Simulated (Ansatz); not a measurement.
# AlBGaH6Si+: where a starting geometry ends

The starting geometry of this gas-phase singlet was optimised with GFN2-xTB.

```json
{"atom": "Al", "x (Å)": "0.0490", "y (Å)": "0.3193", "z (Å)": "-0.2931"}
{"atom": "B", "x (Å)": "1.5850", "y (Å)": "1.6362", "z (Å)": "-0.8787"}
{"atom": "Ga", "x (Å)": "-3.9465", "y (Å)": "-0.8526", "z (Å)": "-1.3284"}
{"atom": "Si", "x (Å)": "-1.5877", "y (Å)": "-1.2854", "z (Å)": "0.3376"}
{"atom": "H", "x (Å)": "1.3483", "y (Å)": "1.5397", "z (Å)": "0.3611"}
{"atom": "H", "x (Å)": "-1.7426", "y (Å)": "0.5264", "z (Å)": "-1.0764"}
{"atom": "H", "x (Å)": "1.6960", "y (Å)": "0.4276", "z (Å)": "-1.2513"}
{"atom": "H", "x (Å)": "2.5150", "y (Å)": "2.2971", "z (Å)": "-1.1327"}
{"atom": "H", "x (Å)": "-1.1041", "y (Å)": "-1.9819", "z (Å)": "-0.9920"}
{"atom": "H", "x (Å)": "0.4982", "y (Å)": "1.9912", "z (Å)": "-1.3590"}
```

Predict what becomes of its bonds when it is optimised with PBE0-D3(BJ)/def2-SVP.

New bonds form, giving a structure with H5 bridging Al1 and B2, H7 bridging Al1 and B2, H10 bridging Al1 and B2, given below by its coordinates. Distances that change by over a tenth: Al1–H6 (1.97 → 2.94 Å). Contacts that close: Al1–H7 (1.91 → 1.85 Å), Al1–H10 (2.03 → 1.85 Å), Si4–H6 (2.30 → 1.51 Å).

The energy falls by 1.44 eV over 43 steps:

| step | E − E(last) (eV) |
| --- | --- |
| 1 | 1.436 |
| 6 | 0.385 |
| 10 | 0.261 |
| 15 | 0.054 |
| 20 | 0.004 |
| 24 | 0.003 |
| 29 | 0.001 |
| 34 | 0.000 |
| 38 | 0.000 |
| 43 | 0.000 |

Final geometry (Å):

```xyz
10

Al    0.1495    0.5264   -0.8204
B     1.7109    1.6767   -0.5354
Ga   -4.1470   -0.6166    0.4768
Si   -1.8371   -0.7995   -1.0415
H     1.3869    0.9705    0.4749
H    -1.9963   -0.5358   -2.5186
H     1.8505    0.8332   -1.4787
H     2.6622    2.3780   -0.3615
H    -1.1104   -2.1203   -0.9797
H     0.6415    2.3050   -0.8290
```

Frequencies at the end are all real (lowest 40 cm⁻¹). Run with Ansatz 0.2.0, 2.4 min on 2 threads of Intel(R) Xeon(R) Platinum 8259CL CPU @ 2.50GHz (Skylake/Cascade Lake), on a shared host.
